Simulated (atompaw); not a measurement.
Varying the PAW (atompaw) potential for lanthanum

Base potential:

```json
{
  "Element": "La (Z = 57)",
  "Generator": "atompaw 4.2.0.5",
  "Type": "PAW",
  "Functional": "PBEsol",
  "Relativity": "scalar-relativistic",
  "Frozen core": "[Kr] 4d10",
  "Valence charge": "11",
  "Reference configuration": "4f0 5s2 5p6 5d0 6s0 6p0 (charge +3)",
  "Partial waves": "5s (bound): rc 2.60 bohr; 6s (bound, empty): rc 2.85 bohr; 5p (bound): rc 2.55 bohr; 6p (bound, empty): rc 2.85 bohr; 5d (bound, empty): rc 2.85 bohr; 5d channel at 1.85 Ry: rc 2.85 bohr; 4f (bound, empty): rc 2.00 bohr; 4f channel at -1.55 Ry: rc 2.00 bohr",
  "Local potential": "troulliermartins scheme with l = 4 at 0 Ry, radius 2.00 bohr",
  "Core correction": "smooth core density matched at 1.60 bohr",
  "Augmentation charge": "sinc compensation charge, radius 2.70 bohr; PAW radius 2.85 bohr; waves and projectors: custom polynom vanderbiltortho"
}
```

Cutoffs, loose and tight: the cutoffs (Ry, on a coarse ladder) from which the occupation-weighted sum of valence levels, in a spherical-Bessel basis at the reference potential, stays within 10 and 1 mRy of its value at 400 Ry. They see the waves, projectors and local potential, not the compensation charge or the core. A dash means not determined.

For the base: The cutoffs count occupied waves only; the empty 4f level needs 30 Ry at the loose tolerance.

A true bound ghost makes a file unfit for plane-wave use even where its test errors are small: the radial tests pick states by their node count and pass the ghost by.

| change | outcome | cutoff, loose | cutoff, tight | bound ghosts |
| --- | --- | --- | --- | --- |
| base | generated | 12 Ry | 21 Ry | s |
| all radii scaled by about 0.76 (s 1.96, p 1.92, d 2.16, f 1.52 bohr); local potential troulliermartins scheme with l = 4 at 0 Ry, radius 1.52 bohr; augmentation sinc compensation charge, radius 2.04 bohr; PAW radius 2.16 bohr; waves and projectors: custom polynom vanderbiltortho; core correction smooth core density matched at 1.20 bohr | generated | 15 Ry | 25 Ry | s, p |
| all radii scaled by about 0.86 (s 2.24, p 2.18, d 2.44, f 1.72 bohr); local potential troulliermartins scheme with l = 4 at 0 Ry, radius 1.72 bohr; augmentation sinc compensation charge, radius 2.32 bohr; PAW radius 2.44 bohr; waves and projectors: custom polynom vanderbiltortho; core correction smooth core density matched at 1.38 bohr | generated | 12 Ry | 21 Ry | s |
| all radii scaled by about 0.92 (s 2.38, p 2.34, d 2.60, f 1.84 bohr); local potential troulliermartins scheme with l = 4 at 0 Ry, radius 1.84 bohr; augmentation sinc compensation charge, radius 2.48 bohr; PAW radius 2.60 bohr; waves and projectors: custom polynom vanderbiltortho; core correction smooth core density matched at 1.46 bohr | generated | 12 Ry | 21 Ry | s |
| all radii scaled by about 1.19 (s 3.08, p 3.02, d 3.38, f 2.38 bohr); local potential troulliermartins scheme with l = 4 at 0 Ry, radius 2.38 bohr; augmentation sinc compensation charge, radius 3.20 bohr; PAW radius 3.38 bohr; waves and projectors: custom polynom vanderbiltortho; core correction smooth core density matched at 1.90 bohr | generated | 10 Ry | 15 Ry | none |

Question: What comes out with this change to the base: all radii scaled by about 1.30 (s 3.38, p 3.32, d 3.70, f 2.60 bohr); local potential troulliermartins scheme with l = 4 at 0 Ry, radius 2.60 bohr; augmentation sinc compensation charge, radius 3.50 bohr; PAW radius 3.70 bohr; waves and projectors: custom polynom vanderbiltortho; core correction smooth core density matched at 2.08 bohr?

Answer: outcome: generated; cutoff, loose: 8 Ry; cutoff, tight: 15 Ry; bound ghosts: none.

Question: What comes out with this change to the base: all radii scaled by about 1.09 (s 2.84, p 2.78, d 3.12, f 2.18 bohr); local potential troulliermartins scheme with l = 4 at 0 Ry, radius 2.18 bohr; augmentation sinc compensation charge, radius 2.96 bohr; PAW radius 3.12 bohr; waves and projectors: custom polynom vanderbiltortho; core correction smooth core density matched at 1.74 bohr?

Answer: outcome: generated; cutoff, loose: 10 Ry; cutoff, tight: 18 Ry; bound ghosts: none.

Reading the sweep of the scale of all radii (base = 1) (base included, trends over the rows without a ghost): Bound ghosts are found at 0.76, 0.86, 0.92, 1.
